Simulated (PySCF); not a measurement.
o-xylylene (C₈H₈), SMILES c1cc(=C)c(cc1)=C.

The structure is a stationary point at ωB97X-D3(BJ)/def2-SVP.

All values below come from B3LYP/def2-TZVP (PySCF).

Symmetry labels are those of the subgroup C2 that the program uses (full group C2).

List the valence orbital energies around the gap with their symmetry. (Estimate from the structure and the level; the computed values follow.)


| orbital | symmetry | energy (eV) |
|---|---|---|
| HOMO−7 | B | -11.20 |
| HOMO−6 | A | -10.66 |
| HOMO−5 | B | -10.35 |
| HOMO−4 | B | -9.66 |
| HOMO−3 | A | -9.16 |
| HOMO−2 | B | -8.02 |
| HOMO−1 | A | -7.88 |
| HOMO | A | -5.55 |
| LUMO | B | -2.19 |
| LUMO+1 | B | 0.14 |
| LUMO+2 | A | 0.67 |
| LUMO+3 | A | 1.38 |
